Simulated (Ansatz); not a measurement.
Geometry optimisation, DFT PBE, scalar-relativistic, plane waves, PAW in Ansatz.

Input file:

```yaml
crystal:
  lattice:
    - [8.1, 0.0, 0.0]
    - [0.0, 8.1, 0.0]
    - [0.0, 0.0, 8.1]
  atoms:
    - { symbol: Al, position: [0.5, 0.0, 0.0] }
    - { symbol: Al, position: [0.75, 0.25, 0.0] }
    - { symbol: Al, position: [0.75, 0.0, 0.25] }
    - { symbol: Al, position: [0.0, 0.0, 0.0] }
    - { symbol: Al, position: [0.25, 0.25, 0.0] }
    - { symbol: Al, position: [0.5, 0.5, 0.0] }
    - { symbol: Al, position: [0.75, 0.75, 0.0] }
    - { symbol: Al, position: [0.25, 0.0, 0.25] }
    - { symbol: Al, position: [0.5, 0.25, 0.25] }
    - { symbol: Al, position: [0.75, 0.5, 0.25] }
    - { symbol: Al, position: [0.5, 0.0, 0.5] }
    - { symbol: Al, position: [0.75, 0.25, 0.5] }
    - { symbol: Al, position: [0.75, 0.0, 0.75] }
    - { symbol: Al, position: [0.0, 0.5, 0.0] }
    - { symbol: Al, position: [0.25, 0.75, 0.0] }
    - { symbol: Al, position: [0.0, 0.25, 0.25] }
    - { symbol: Al, position: [0.25, 0.5, 0.25] }
    - { symbol: Al, position: [0.5, 0.75, 0.25] }
    - { symbol: Al, position: [0.0, 0.0, 0.5] }
    - { symbol: Al, position: [0.25, 0.25, 0.5] }
    - { symbol: Al, position: [0.5, 0.5, 0.5] }
    - { symbol: Al, position: [0.75, 0.75, 0.5] }
    - { symbol: Al, position: [0.25, 0.0, 0.75] }
    - { symbol: Al, position: [0.5, 0.25, 0.75] }
    - { symbol: Al, position: [0.75, 0.5, 0.75] }
    - { symbol: Al, position: [0.0, 0.75, 0.25] }
    - { symbol: Al, position: [0.0, 0.5, 0.5] }
    - { symbol: Al, position: [0.25, 0.75, 0.5] }
    - { symbol: Al, position: [0.0, 0.25, 0.75] }
    - { symbol: Al, position: [0.25, 0.5, 0.75] }
    - { symbol: Al, position: [0.5, 0.75, 0.75] }
    - { symbol: Al, position: [0.0, 0.75, 0.75] }
    - { symbol: H, position: [0.12842636, 0.37156733, 0.87502375] }
basis:
  ecutwfc: 420.0
kpoints:
  mp_grid: { grid: [2, 2, 2] }
hamiltonian:
  xc: pbe
  pseudopotentials: { kind: paw, azcp: { folder: soft_1 } }
scf:
  occupations: { method: gaussian, width: 0.05 }
  lower_state_search: "off"
relax:
  f_tol: 0.03
  max_steps: 60
  adjacent_minimum: "off"
```

Run as:

```bash
$ ansatz run input.yaml --threads 2 --pin off --max-ram 5120MiB --backend cpu --events-out ev --progress --plain --runs-dir out
```

Problem. Where does it end, and by what steps?

Solution. The run converged. The force dipped under the threshold on the way, but the program's further checks kept it going. Limits of this set-up: coarse k mesh, odd electron count without spin, a small cell, in which the defect meets its images. After 11 steps the energy has fallen by 0.330 eV; Al5 moved furthest, 0.13 Å.

```tsv
step	energy less start (eV)	largest force component (eV/Å)	accepted
0	0.0000	0.800	yes
1	-0.2918	0.192	yes
2	-0.3162	0.035	yes
3	-0.3172	0.007	yes
4	-0.3193	0.033	yes
5	-0.3252	0.029	yes
6	2.7649	1.799	no
7	-0.1963	0.398	no
8	-0.3275	0.025	yes
9	-0.3123	0.112	no
10	-0.3296	0.015	yes
11	-0.3296	0.018	yes
```

```xyz
33
Lattice="8.1000 0.0000 0.0000 0.0000 8.1000 0.0000 0.0000 0.0000 8.1000" Properties=species:S:1:pos:R:3
Al 4.084 -0.034 0.024
Al 6.078 2.043 0.014
Al 6.064 -0.013 2.012
Al 0.019 0.002 0.013
Al 2.090 1.960 0.098
Al 4.048 4.031 0.013
Al 6.043 6.107 0.024
Al 2.017 -0.039 2.039
Al 4.089 2.033 2.039
Al 6.038 4.040 2.039
Al 4.063 -0.013 4.063
Al 6.038 2.033 4.036
Al 6.043 -0.034 6.051
Al -0.064 4.114 0.098
Al 2.007 6.072 0.014
Al 0.017 2.041 2.011
Al 2.009 4.033 2.011
Al 4.063 6.086 2.012
Al 0.009 -0.039 4.036
Al 2.009 2.041 4.064
Al 4.089 4.041 4.036
Al 6.064 6.086 4.063
Al 2.007 0.002 6.061
Al 4.048 2.043 6.061
Al 6.078 4.031 6.062
Al 0.010 6.112 2.039
Al 0.017 4.033 4.064
Al 2.017 6.112 4.036
Al -0.064 1.960 5.977
Al 2.090 4.114 5.977
Al 4.084 6.107 6.051
Al 0.019 6.072 6.062
H 1.014 3.036 7.087
```

The run took 71 s on 2 threads of Arm Neoverse V1, on a shared host, peak memory 0.94 GiB.
